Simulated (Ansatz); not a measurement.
Li₄. Total charge 0; triplet. Geometry B3LYP/def2-TZVP, that of the charge +1 doublet; atoms count from 1.

```xyz
4

Li   -0.263    0.586    1.223
Li   -2.407   -1.481    0.192
Li    2.407    1.481   -0.187
Li    0.263   -0.586   -1.227
```

At PBE0/def2-TZVP a singlet of charge 0 lies 0.47 eV below the triplet at the same geometry. The structure comes from a short search, and lower isomers may exist.

(1) Estimate the Mulliken populations from the PBE0/def2-TZVP orbitals of Ansatz.

(2) Where does the spin sit?

(3) And the Mayer bond orders between bonded heavy atoms (over 0.3)?

Answers

(1) 
| atom | charge (e) | spin (α − β) |
| --- | --- | --- |
| Li1 | -0.06 | 0.34 |
| Li2 | 0.06 | 0.66 |
| Li3 | 0.06 | 0.66 |
| Li4 | -0.06 | 0.34 |
Mulliken values and Mayer orders depend strongly on the basis.

(2) Summed by element: Li 2.00, of 2 unpaired in all. Largest on single atoms: Li2 0.66, Li3 0.66, Li4 0.34.

(3) Li1–Li4 0.42 (2.77 Å). Values over 0.3 also appear between atoms too far apart for a bond (Li1–Li2 0.44 at 3.15 Å; Li1–Li3 0.44 at 3.15 Å; Li2–Li4 0.44 at 3.15 Å; Li3–Li4 0.44 at 3.15 Å); they arise where an orbital or an unpaired electron spreads over both atoms.
